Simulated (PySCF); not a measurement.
Estimate the missing entries of this data sheet.

C5H11NO.
SMILES with atom numbers: `[CH3:1][C:2]([CH3:3])([CH3:4])[C:5]([NH2:6])=[O:7]` (hydrogens: H8, H9, H10 on C1; H11, H12, H13 on C3; H14, H15, H16 on C4; H17, H18 on N6)

Conformer (atom-mapped SMILES and torsion angles): `[CH3:1][C:2]([CH3:3])([CH3:4])[C:5]([NH2:6])=[O:7]`: C1–C2–C5–N6 -61°, H–N6–C5–C2 180°, H–N6–C5–C2 0°.

```json
{"property": "point group of the GFN2-xTB geometry", "level": "GFN2-xTB", "value": "Cs"}
{"property": "rotational constants A, B, C of the GFN2-xTB geometry", "level": "GFN2-xTB", "value": "?"}
{"property": "dipole moment", "level": "PBE0/pcSseg-1", "value": "3.64 D"}
{"property": "HOMO energy", "level": "PBE0/pcSseg-1", "value": "?"}
{"property": "LUMO energy", "level": "PBE0/pcSseg-1", "value": "0.93 eV"}
{"property": "13C chemical shifts (computed TMS as zero) by class", "level": "GIAO PBE0/pcSseg-1", "value": "?"}
{"property": "1H chemical shifts (computed TMS as zero) by class", "level": "GIAO PBE0/pcSseg-1", "value": "?"}
{"property": "isotropic shieldings of nuclei other than C and H, by class", "level": "GIAO PBE0/pcSseg-1", "value": "158 (N6), -84 (O7) ppm"}
```

The electronic properties come from PySCF, for the isolated species, density fitting. NMR classes are plain means over equivalent atoms (diastereotopic ones count apart unless rotation or inversion swaps them), as if these changed places fast; in this geometry the members of some classes differ.

Problem. The 1H chemical shifts (computed TMS as zero) by class?

Solution. 4.90 (H18), 4.55 (H17), 1.14 (H8/H9/H10/H11/H12/H13/H14/H15/H16) ppm.

Problem. Give the 13C chemical shifts (computed TMS as zero) by class.

Solution. 179.2 (C5), 39.5 (C2), 30.0 (C1/C3/C4) ppm.

Problem. Give the HOMO energy.

Solution. -7.14 eV.

Problem. The rotational constants A, B, C of the GFN2-xTB geometry?

Solution. 3.306, 2.374, 1.985 GHz.

The rotational constants make it an asymmetric top with κ = (2B − A − C)/(A − C) = -0.41, nearer the prolate limit (−1). In atomic units the dipole is 1.43 e·bohr (1 au = 2.5417 D).

One conformer stands for the species.
